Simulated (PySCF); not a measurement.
Gas-phase equilibrium of 1 mol ZnCl2, 2.4 mol H2O at 2500 K and 0.00100 bar, among 18 species (ClO, O2, HCl, O, HO2, Zn, H2O, H, Zn(OH)2, HOCl, H2O2, O3, H2, ZnH2, ZnCl2, Cl, Cl2, OH). Only gases are allowed; each row takes one source of thermochemistry for all species, and Cantera finds the minimum.

Method: PySCF energies plus ideal-gas RRHO corrections (1 bar). † marks an energy on the PBE0/def2-TZVP geometry and frequencies; other levels use their own. 6-31G* has spherical d functions here. Open shells (unrestricted) among the columns below: O2 (multiplicity 3), O (multiplicity 3, electronic degeneracy 9), H (multiplicity 2), Cl (multiplicity 2, electronic degeneracy 6), OH (multiplicity 2, electronic degeneracy 4); the rest are closed-shell singlets. Spin-orbit splitting is ignored; it lowers the true energy and changes the entropy of O, Cl, OH. B3LYP is the form with VWN-RPA correlation. Zn: all electrons, no relativistic terms. The harmonic model lacks anharmonicity and excited electronic states, which grow with temperature; levels with a mode under 35 cm⁻¹ are left out.

Molecules larger than those listed are left out. Table species left out: Zn+.

Mole fractions:

```csv
thermochemistry,x H,x Cl,x Zn,x H2,x O2,x O,x HCl,x OH,x H2O
B3LYP/6-31G*,0.29,0.22,0.13,0.12,0.085,0.099,0.032,0.024,0.0067
BLYP/def2-TZVP†,0.28,0.21,0.13,0.11,0.11,0.039,0.059,0.032,0.023
M06-2X/def2-TZVP†,0.27,0.19,0.13,0.077,0.060,0.10,0.071,0.047,0.047
PBE0/def2-QZVP†,0.31,0.18,0.13,0.050,0.066,0.089,0.077,0.049,0.041
ωB97M-V/def2-TZVP†,0.26,0.18,0.13,0.077,0.065,0.098,0.087,0.049,0.045
```
The most sensitive of these is H2O: it spans a factor of 10^0.8 over these rows; at this temperature one factor of ten is RT ln 10 = 48 kJ/mol.
